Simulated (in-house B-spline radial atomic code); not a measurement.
## Ionising Mg III (Mg2+) with different functionals

Computed with a radial B-spline atomic code at the basis-set limit: four-component Dirac-Coulomb Hamiltonian, Fermi nucleus of rms radius 3.057 fm, spin-restricted, spherical fractional occupations for the functionals. The ionisation energy is the difference of two self-consistent energies, [He] 2s2 2p6 → [He] 2s2 2p5, without Breit or QED terms; ε is the level of the shell that loses the electron (mean over j). The electron is taken from both j subshells in proportion to 2j + 1, so the result is a j average, not the step between ground levels.

Hybrids are left out here: with spherical fractional occupations of an open shell their exact exchange keeps a self-interaction that integer-occupation calculations don't have.

| method | rung | ΔSCF (eV) | -ε(2p) (eV) |
| --- | --- | --- | --- |
| LDA VWN5 | LDA | 81.30 | 66.84 |
| relativistic LDA | LDA | 81.29 | 66.83 |
| LDA PW92 | LDA | 81.29 | 66.83 |
| LDA exchange-only | LDA | 79.33 | 64.91 |
| PBE | GGA | 81.19 | 66.70 |
| PBEsol | GGA | 81.04 | 66.57 |
| BLYP | GGA | 81.23 | 66.73 |
| RPBE | GGA | 81.13 | 66.64 |
| PW91 | GGA | 81.36 | 66.86 |
| BP86 | GGA | 81.28 | 66.79 |
| AM05 | GGA | 81.02 | 66.55 |
| OLYP | GGA | 81.52 | 67.00 |

How do they compare with the NIST value?

NIST lists 80.144 eV (measured, ground level to ground level). Errors run from -0.82 to +1.37 eV. The correlated functionals all miss on the same side by more than they spread, so the cause is common to them (Breit-QED terms, spin polarisation, the choice among j levels, multiplet and fine-structure energies, or a listed next ion that isn't the cheapest removal here) and closeness doesn't rank the functionals.
